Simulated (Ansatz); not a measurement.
CH3AuF3PS, relaxed with RKS PBE0-D4/def2-TZVP in Ansatz 0.2.0 from a GFN2-xTB geometry. The force threshold is 0.005 eV/Å; the program also tests the step.

Charge 0, multiplicity 1. Au: def2 effective core potential. The bonds changed during the relaxation, so this is another structure than the one it started from.

Start:

```xyz
10

C    -0.801   -1.824    0.273
S     0.503   -1.277   -0.872
Au   -0.508    0.378   -2.117
P     1.254    1.694   -0.104
F     0.521    3.028   -0.625
F     2.063    2.493    1.037
F     0.071    1.341    0.907
H    -1.625   -2.259   -0.284
H    -0.338   -2.581    0.900
H    -1.139   -0.994    0.884
```

```
        step  energy (eV)  largest force (eV/Å)  largest move (Å)
           1  -33045.8038                 2.225             0.000
           2  -33046.0010                 1.611             0.195
           3  -33046.0518                 0.660             0.173
4 (rejected)  -33046.0221                 1.332             0.200
           5  -33046.0795                 0.095             0.095
           6  -33046.0825                 0.075             0.053
           7  -33046.0857                 0.126             0.116
           8  -33046.0872                 0.070             0.048
           9  -33046.0892                 0.055             0.070
          10  -33046.0915                 0.299             0.195
          11  -33046.0990                 0.215             0.075
          12  -33046.1085                 0.294             0.163
          13  -33046.1141                 0.178             0.078
          14  -33046.1164                 0.130             0.070
          15  -33046.1180                 0.062             0.032
          16  -33046.1184                 0.018             0.025
          17  -33046.1186                 0.015             0.023
          18  -33046.1186                 0.006             0.005
          19  -33046.1186                 0.003             0.003
```

End:

```xyz
10

C    -0.802   -1.617    0.166
S     0.337   -1.118   -1.148
Au   -0.983   -0.159   -2.682
P     1.526    1.645    0.368
F     0.548    2.373   -0.630
F     1.938    2.937    1.182
F     0.437    1.137    1.391
H    -1.525   -2.350   -0.186
H    -0.170   -2.084    0.925
H    -1.306   -0.763    0.613
```

It took 49 s on 2 threads of an AMD EPYC 7R13 on a shared host and a share of an NVIDIA H100 80 GB, with 0.94 GiB of host memory at the peak.
